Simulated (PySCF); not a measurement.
Stretching AlSb

Set-up: Al cc-pV(D+d)Z, Sb cc-pVDZ-PP with ECP28; scalar-relativistic core potentials (PySCF 2.14). Energies in eV from Al + Sb in their ground configurations at the same level. State: ³Σ⁻ (triplet), unpaired electrons π ↑↑.

| R (Å) | r²SCAN |
| --- | --- |
| 2.379 | -1.214 |
| 2.489 | -1.551 |
| 2.600 | -1.735 |
| 2.683 | -1.801 |
| 2.766 | -1.820 |
| 2.849 | -1.803 |
| 2.960 | -1.741 |
| 3.098 | -1.618 |
| 3.264 | -1.433 |
| 3.485 | -1.162 |

Q: Put a parabola through the three lowest points of the r²SCAN curve and estimate Re, k and ωe (reduced mass 22.06 u; 1 eV/Å² = 0.16022 mdyn/Å; ωe = 1302.8·√(k/μ) cm⁻¹).

A: Through R = 2.683, 2.766, 2.849 Å the second-order coefficient is 2.61 eV/Å², so Re ≈ 2.768 Å, k ≈ 0.837 mdyn/Å and ωe ≈ 254 cm⁻¹. A polynomial fit of higher order to the unrounded r²SCAN energies gives Re = 2.765 Å, k = 0.821 mdyn/Å, ωe = 251 cm⁻¹; anharmonicity and rounding make the difference.

The higher-order fit for each curve: r²SCAN: Re = 2.765 Å, ωe = 251 cm⁻¹, De = 1.82 eV.

Spin–orbit coupling is left out, which matters for elements this heavy, above all for dissociation energies. The state was picked by a PBE0 search and need not be the measured ground state.
